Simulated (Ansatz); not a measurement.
CH₇AlSn (`[CH3][SnH2][AlH2]`), relaxed with RKS PBE0-D4/def2-TZVP in Ansatz from a PBE-D4/def2-SVP geometry. The force threshold is 0.005 eV/Å; the program also tests the step.

Total charge 0; spin multiplicity 1. Sn takes the def2 core potential.

Start:

```xyz
10

C     0.526   -1.234   -1.212
Sn   -0.828   -0.245    0.192
Al    0.304    1.874    1.361
H     0.002   -2.087   -1.686
H     0.843   -0.519   -1.995
H     1.419   -1.609   -0.677
H    -2.236    0.215   -0.721
H    -1.368   -1.448    1.321
H     0.876    3.075    0.462
H     0.461    1.977    2.955
```

```tsv
step	energy (eV)	largest force (eV/Å)	largest move (Å)
1	-13575.0938	0.513	0.000
2	-13575.1186	0.194	0.052
3	-13575.1238	0.067	0.023
4	-13575.1239	0.048	0.042
5	-13575.1241	0.033	0.013
6	-13575.1245	0.005	0.033
7	-13575.1249	0.022	0.056
8	-13575.1251	0.055	0.063
9	-13575.1253	0.050	0.015
10	-13575.1258	0.050	0.070
11	-13575.1261	0.078	0.071
13	-13575.1267	0.078	0.025
15	-13575.1275	0.026	0.063
17	-13575.1279	0.037	0.081
19	-13575.1283	0.032	0.010
21	-13575.1286	0.013	0.048
23	-13575.1289	0.021	0.066
25	-13575.1290	0.018	0.048
27 (rejected)	-13575.1290	0.058	0.073
29	-13575.1292	0.029	0.030
31	-13575.1293	0.002	0.008
33 (rejected)	-13575.1286	0.088	0.158
35 (rejected)	-13575.1294	0.020	0.052
37 (rejected)	-13575.1294	0.023	0.046
38	-13575.1295	0.004	0.022
```

End:

```xyz
10

C     0.455   -1.165   -1.319
Sn   -0.737   -0.309    0.255
Al    0.317    1.861    1.379
H    -0.053   -2.036   -1.732
H     0.608   -0.433   -2.112
H     1.426   -1.470   -0.928
H    -2.283    0.042   -0.409
H    -1.010   -1.541    1.421
H     1.665    2.497    0.822
H    -0.388    2.554    2.623
```

Run time 2.5 min (2 threads of an Arm Neoverse V1 on a shared host); peak host memory 0.37 GiB.
